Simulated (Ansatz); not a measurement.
A run for Ansatz (a first-principles code): U-PBE0/def2-TZVPP on Mg2, 2S+1 = 3, a spin state set in the input, which need not be the lowest.

Ansatz 0.2 input:
```yaml
crystal:
  periodic: [false, false, false]
  atoms:
    - {symbol: Mg, position_ang: [0.00000000, 0.00000000, 0.00000000]}
    - {symbol: Mg, position_ang: [0.00000000, 0.00000000, 2.67900000]}
basis:
  gaussian:
    orbitals: def2-TZVPP
hamiltonian:
  xc: {name: PBE0}
magnetization: {spin_polarized: true, initial_magnetization: 2}
relax: {f_tol: 0.002, max_steps: 120}
```

**Question.** Give the final energy of this run.

**Answer.** -399.8719 hartree.

**Question.** How many basis functions does it have, and what does it roughly cost on one machine?

**Answer.** 64 functions; roughly 22 core-seconds.
